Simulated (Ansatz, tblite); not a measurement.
Cost and result up the ladder for Be₅Se₄ (9 atoms). The state is a singlet with charge 0. Geometry: B3LYP-D4/def2-SVP.

Cartesian coordinates in Å:
```
Be -0.656 1.568 1.347
Be -2.345 -0.096 0.169
Be -0.328 -1.296 -1.433
Be 1.296 0.960 1.450
Be 2.234 -0.342 -0.654
Se -2.636 1.777 0.892
Se -1.974 -1.984 -0.472
Se 1.309 -0.644 -2.434
Se 3.100 0.057 1.135
```

Ansatz on 4 threads of Arm Neoverse V2 on a shared host; xTB runs through tblite on one thread. Times are rough, summed over both states, and most runs start from the orbitals of an earlier one. PBE0-D4/def2-TZVP serves as the yardstick here, not as an exact answer. The other state is a doublet.

The xTB rows come from tblite. HOMO above LUMO, or a gap near zero within one spin, warns that the state may not be the lowest or that an electron is smeared out. Another isomer (singlet) lies 0.61 eV lower at PBE0-D4/def2-TZVP; other spin states weren't run for this one.

Raw xTB energies of ions are shifted by several eV.

```
            level  functions  wall time
         GFN1-xTB         56    0.017 s
         GFN2-xTB         56     0.04 s
 PBE-D4/def2-TZVP        287       21 s
PBE0-D4/def2-TZVP        287       59 s
```

Task: Estimate what each level gives for the vertical IE (eV).

Result: 
```
            level  vertical IE (eV)  difference from PBE0-D4/def2-TZVP (eV)                                     remarks
         GFN1-xTB             11.74                                    2.87                                           –
         GFN2-xTB             13.44                                    4.57                                           –
 PBE-D4/def2-TZVP              8.40                                   -0.47  gap within one spin near zero (+1 doublet)
PBE0-D4/def2-TZVP              8.87                                    0.00                                           –
```
